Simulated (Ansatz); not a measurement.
Ni₂H₃⁺, relaxed as a singlet with RKS PBE0-D4/def2-TZVP in Ansatz, starting from the GFN1-xTB geometry. Force threshold 0.02 eV/Å.

The structure comes from a short search, and lower isomers may exist.

Start:

```xyz
5

Ni   -0.0023   -1.3359   -1.1928
Ni   -0.0090    0.0821    0.1369
H     0.8696   -1.5990   -2.2972
H    -0.1506    1.2270    1.8709
H    -0.7077    1.6259    1.4821
```

```tsv
step	energy (eV)	largest force component (eV/Å)	SCF passes
1	-82110.9220	3.559	165
2	-82111.8385	1.585	110
3	-82112.2243	1.072	106
4	-82112.4953	1.000	106
5	-82112.7477	0.761	84
6	-82113.0089	0.557	94
7	-82113.2767	0.425	95
8	-82113.3925	0.207	79
9	-82113.3984	0.299	96
10	-82113.4102	0.147	68
11	-82113.4130	0.096	71
12	-82113.4134	0.011	68
```

Force components are those of the run's own axes.

End:

| atom | x (Å) | y (Å) | z (Å) |
| --- | --- | --- | --- |
| Ni1 | -0.462 | -1.439 | -0.803 |
| Ni2 | 0.435 | 0.420 | -0.072 |
| H3 | 0.727 | -0.786 | -1.435 |
| H4 | -0.100 | 0.685 | 1.400 |
| H5 | -0.599 | 1.121 | 0.910 |

Bonds formed: Ni2–H3, Ni2–H4, Ni2–H5 (atoms count from 1). The end is the same structure that another start reached.

No frequencies were taken in this run, so the end may be a saddle point.

Hardware: 4 threads of Arm Neoverse V2 on a shared host. Wall time 29 s.
